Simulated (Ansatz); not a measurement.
Reaction (ligand exchange at the Si–S bond): `CS[SiH2]O` + `N[Si](O)(O)O` → `O[SiH2]N[Si](O)(O)O` + CH₃SH

Computed with Ansatz on PBE0-D4/def2-TZVP structures; ΔE is electronic, products minus reactants. CCSD(T)/CBS adds triple-zeta CCSD(T) − MP2 to the extrapolated MP2 energy (def2 sets, frozen cores). This one scheme is used for every species. DFT in def2-TZVPP. B3LYP here is the variant with VWN-RPA as its local correlation; programs differ in this. Each species was taken in one conformer, which may not be the lowest.

Question: Is it downhill or uphill in electronic energy at CCSD(T)/CBS, and by how much? (Best estimate.)

Answer: The calculation gave: Downhill: ΔE = -12.1 kJ/mol.

Question: What do these levels give: r2SCAN-D4, PBE, B3LYP, HF/def2-TZVPP, HF/CBS(def2), MP2/CBS(def2)? (Estimate.)

Answer: Computed: r2SCAN-D4 -8.3, PBE 0.5, B3LYP -9.3, HF/def2-TZVPP -18.9, HF/CBS(def2) -19.8, MP2/CBS(def2) -8.7 kJ/mol.

Largest T1 diagnostic among the species: 0.011.

The D4 term adds −3.7 kJ/mol with B3LYP and −2.3 kJ/mol with PBE0; it sums over pairs of atoms, weighted by their polarisabilities, and B3LYP, whose exchange is more repulsive, gets the larger term. From PBE to PBE0 (25 % exact exchange), in def2-TZVPP and without D4, ΔE moves by −4.1 kJ/mol.
